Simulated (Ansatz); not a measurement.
Start from `ClBC1C[SiH2]1` and change one atom or group to get `SC1C[SiH2]1`.

Ansatz, PBE0-D4/def2-TZVP geometries, multiplicity 1. Each molecule was computed in one conformer, which needn't be the lowest.

```tsv
property	`ClBC1C[SiH2]1`
size of the dipole moment (B3LYP/def2-TZVPP) / D	2.51
HOMO–LUMO gap (B3LYP/def2-TZVPP) / eV	6.06
HOMO–LUMO gap (ωB97M-V/def2-TZVPP) / eV	10.35
HOMO energy (PBE0/def2-TZVPP) / eV	-7.25
HOMO–LUMO gap (PBE0/def2-TZVPP) / eV	6.45
HOMO energy (B3LYP/def2-TZVPP) / eV	-7.04
```

**Question.** What does the change do to each property? (Best estimate.)

**Answer.** The calculation gave: 
| property | `SC1C[SiH2]1` | shift |
| --- | --- | --- |
| size of the dipole moment (B3LYP/def2-TZVPP) / D | 1.55 | -0.96 |
| HOMO–LUMO gap (B3LYP/def2-TZVPP) / eV | 5.78 | -0.28 |
| HOMO–LUMO gap (ωB97M-V/def2-TZVPP) / eV | 10.06 | -0.29 |
| HOMO energy (PBE0/def2-TZVPP) / eV | -6.41 | 0.84 |
| HOMO–LUMO gap (PBE0/def2-TZVPP) / eV | 6.22 | -0.23 |
| HOMO energy (B3LYP/def2-TZVPP) / eV | -6.19 | 0.85 |

With PBE0 the HOMO rises by 0.84 eV and the LUMO rises by 0.61 eV, so the gap narrows by about 0.23 eV. PBE moves the HOMO by 0.93 eV and ωB97M-V by 0.78 eV. Dipoles are sizes alone; their direction can turn.

B3LYP here is the variant with VWN-RPA as its local correlation; programs differ in this.
